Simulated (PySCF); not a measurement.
`CCC[AsH2+][GaH2-][NH]C`, C₄H₁₅AsGaN

Cartesian coordinates in Å; atom numbers follow the order of the lines, from 1:
```xyz
22

C    -3.161    0.729   -1.018
C    -2.216    0.847    0.172
C    -1.023   -0.095    0.041
As    0.273    0.009    1.512
Ga    1.877   -1.953    0.464
N     2.281   -0.842   -0.943
C     3.090    0.368   -0.817
H    -2.648    0.995   -1.940
H    -4.013    1.393   -0.895
H    -3.529   -0.290   -1.112
H    -2.761    0.616    1.093
H    -1.856    1.880    0.251
H    -1.364   -1.136   -0.018
H    -0.473    0.107   -0.885
H     0.441    1.501    1.480
H    -0.739    0.160    2.616
H     0.755   -2.985    0.160
H     2.862   -2.196    1.642
H     2.302   -1.173   -1.903
H     4.134    0.220   -1.118
H     3.081    0.680    0.234
H     2.675    1.184   -1.421
```

Computed with GIAO PBE/pcSseg-1 magnetisability, rotational g tensor and spin-rotation constants, non-relativistic, gas phase in PySCF. Geometry: GFN2-xTB.

The calculation is non-relativistic, which matters for the atoms heavier than Zn.

(1) Give the nuclear spin-rotation constants along the inertial axes (H = +C I·J) beside the isotropic shieldings.

(2) How do the rotational constants and the g tensor change when H8, H9, H10, H11, H12, H13, H14, H15, H16, H17, H18, H19, H20, H21, H22 are replaced by deuterium?

Results:

(1) Rotational constants 1.6018, 0.5713, 0.5314 GHz. A star marks the isotopologue with that one atom substituted, in its own axes.
```csv
atom,isotope,Caa (kHz),Cbb (kHz),Ccc (kHz),mean (kHz),σ (ppm)
As4,75As,2.161,0.729,0.766,1.219,1580.0
Ga5,69Ga,3.072,1.068,1.027,1.722,1336.8
N6,14N,0.069,0.027,0.028,0.042,217.9
H8,1H,-0.156,-0.002,-0.053,-0.070,30.6
H9,1H,0.032,-0.063,-0.056,-0.029,30.3
H10,1H,-0.179,-0.066,0.014,-0.077,30.6
H11,1H,-0.142,-0.002,-0.049,-0.065,29.8
H12,1H,-0.169,-0.066,0.017,-0.072,29.9
H13,1H,-0.169,-0.066,0.015,-0.073,29.9
H14,1H,-0.140,0.002,-0.052,-0.063,29.3
H15,1H,-0.139,-0.061,0.011,-0.063,28.1
H16,1H,-0.071,-0.014,-0.056,-0.047,28.2
H17,1H,-0.098,-0.041,0.010,-0.043,26.5
H18,1H,-0.044,-0.008,-0.034,-0.029,26.0
H19,1H,-0.192,0.004,-0.058,-0.082,30.9
H20,1H,0.044,-0.043,-0.054,-0.018,28.1
H21,1H,-0.170,0.019,-0.048,-0.066,28.7
H22,1H,-0.052,-0.021,-0.046,-0.040,28.4
C1,13C*,0.231,0.083,0.085,0.133,162.9
C2,13C*,0.258,0.103,0.099,0.153,146.2
C3,13C*,0.236,0.105,0.095,0.146,150.2
C7,13C*,0.314,0.122,0.073,0.170,141.5
```
For the geometry as given, no vibrational averaging.

(2) Constants 1.3404, 0.4946, 0.4627 GHz; g -0.0083, -0.0042, -0.0023, against -0.0100, -0.0048, -0.0026 before.
